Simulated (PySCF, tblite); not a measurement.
A set of runs on `C=[CH][Ge@@H]1[CH2]C[C@@H]1C`; the geometry of each is named by its level. Settings lines and outputs come from a driver script.

C₆H₁₂Ge.
Atom-mapped SMILES: `[CH2:1]=[CH:2][Ge@@H:3]1[CH2:4][CH2:5][C@@H:6]1[CH3:7]` (hydrogens: H8, H9 on C1; H10 on C2; H11 on Ge3; H12, H13 on C4; H14, H15 on C5; H16 on C6; H17, H18, H19 on C7)

Step 1: GFN2-xTB geometry optimisation, gas phase (tblite 0.8.0) (from a force-field or distance-geometry start)
```json
{"job": {"kind": "relax", "xc": "GFN2-xTB", "basis": "xTB"}, "charge": 0, "multiplicity": 1}
```
```
step      E/eV     max force
  0    -565.32710    2.770
  1    -565.62794    1.456
  2    -565.73752    1.017
...
156    -566.16480    0.022
157    -566.16484    0.015
158    -566.16487    0.013
159    -566.16489    0.012
160    -566.16491    0.009
```

Energy lowered by 19.3 kcal/mol over 160 steps; largest atomic force 0.009 eV/Å at the end. «max force» is the largest atomic force in eV/Å.

Hardware: Arm Neoverse N1, one thread, shared host with 64 logical CPUs at a one-minute load of 60. Cost: 2.0 s.

Step 2: GFN2-xTB harmonic vibrations, gas phase (tblite 0.8.0) (on the GFN2-xTB geometry)
```json
{"job": {"kind": "ir", "xc": "GFN2-xTB", "basis": "xTB"}, "charge": 0, "multiplicity": 1}
```
```
(table of modes left out)
```

51 modes from 52 to 3090 cm⁻¹ (unscaled, harmonic); zero-point energy 98.0 kcal/mol; all wavenumbers are real at this level.

The run took 1.2 s wall on one thread, Arm Neoverse N1 (aarch64), shared host with 64 logical CPUs at a one-minute load of 60.

Step 3: PBE0-D3(BJ)/def2-SVP geometry optimisation, gas phase (PySCF 2.14.0) (from the GFN2-xTB geometry)
```json
{"job": {"xc": "PBE0", "basis": "def2-SVP", "d3": "d3bj", "grid": 1, "shake": 0.01, "kind": "geom"}, "charge": 0, "multiplicity": 1}
```
```
step   0  E = -2311.84421442  max force = 0.035291
step   1  E = -2311.85025314  max force = 0.007898
step   2  E = -2311.85070095  max force = 0.001505
step   3  E = -2311.85077074  max force = 0.002143
step   4  E = -2311.85083114  max force = 0.000699
step   5  E = -2311.85085061  max force = 0.000523
step   6  E = -2311.85086898  max force = 0.000814
step   7  E = -2311.85088007  max force = 0.000670
step   8  E = -2311.85088515  max force = 0.000379
optimisation converged
```

Final energy -2311.85089 Eh after 8 steps; dipole 0.27 D. Energies in Eh; «max force» is the largest Cartesian gradient component in Eh/bohr.

The run took 4.2 min wall on one thread, Arm Neoverse N1 (aarch64), shared host, and the process peaked at 0.75 GiB of memory.

Step 4: TDDFT wB97X-D/def2-SVPD, vertical, gas phase, core orbitals frozen in the response (PySCF 2.14.0, density-fitted response routines) (on the PBE0-D3(BJ)/def2-SVP geometry)
```json
{"job": {"kind": "uv", "xc": "wB97X-D", "basis": "def2-SVPD", "ip": true}, "charge": 0, "multiplicity": 1}
```
```
...
Static polarisability (au): isotropic 102.492, principal 87.033 93.626 126.818
Singlet excitations
state   eV       nm        f      main configurations
  1   6.1823    200.5   0.05799   H->L 0.44, H-1->L 0.37, H-3->L 0.12
  2   6.5081    190.5   0.30516   H->L 0.52, H-1->L 0.35
  3   6.9732    177.8   0.02291   H-3->L 0.47, H-1->L 0.19
  4   7.2381    171.3   0.01639   H->L+1 0.71, H->L+3 0.10
  5   7.4166    167.2   0.00208   H->L+2 0.70, H->L+3 0.11
  6   7.4748    165.9   0.00433   H->L+3 0.56, H->L+2 0.11, H->L+1 0.09
  7   7.6374    162.3   0.15431   H-2->L 0.78, H-3->L 0.12
  8   7.7269    160.5   0.02638   H-1->L+1 0.33, H-1->L+2 0.24, H->L+4 0.23
  9   7.7790    159.4   0.04917   H->L+4 0.56, H-1->L+2 0.09, H->L+5 0.08
 10   7.8602    157.7   0.01473   H-1->L+3 0.39, H-1->L+2 0.19, H-1->L+1 0.14
Triplet excitations (Tamm-Dancoff, eV): 4.3149 5.7478 6.1132 6.6774
Vertical ionisation energy (delta-SCF) = 8.9126 eV
```

HOMO -8.85 eV, LUMO 1.35 eV; lowest singlet 6.18 eV; lowest triplet 4.31 eV (Tamm–Dancoff); mean polarisability 102.5 au.

Time: 7.2 min; peak memory 1.4 GiB. Hardware: an Arm Neoverse N1 with one thread, no GPU (shared host).

Geometry of the electronic-property runs (PBE0-D3(BJ)/def2-SVP):
```
atom  x, y, z in Å
C1     3.1548    0.0587   -0.5409
C2     1.9732    0.2109    0.0652
Ge3    0.3137    0.5283   -0.8825
C4    -0.9020    1.8137    0.0050
C5    -1.5443    0.6116    0.7327
C6    -1.2067   -0.5696   -0.2112
C7    -1.0351   -1.9380    0.4111
H8     4.0779   -0.1309    0.0201
H9     3.2589    0.1175   -1.6308
H10    1.9319    0.1402    1.1598
H11    0.6179    0.6341   -2.3943
H12   -1.5858    2.2630   -0.7319
H13   -0.4991    2.6129    0.6426
H14   -2.6197    0.7233    0.9594
H15   -1.0370    0.4512    1.7006
H16   -1.9545   -0.6073   -1.0228
H17   -1.9653   -2.2821    0.8965
H18   -0.2466   -1.9357    1.1814
H19   -0.7577   -2.6939   -0.3397
```

 (This holds for the electronic-property runs.)

One conformer stands for the species.

The pairwise dispersion term of wB97X-D wasn't added to the energies; at a given geometry it leaves orbitals and properties as they are.
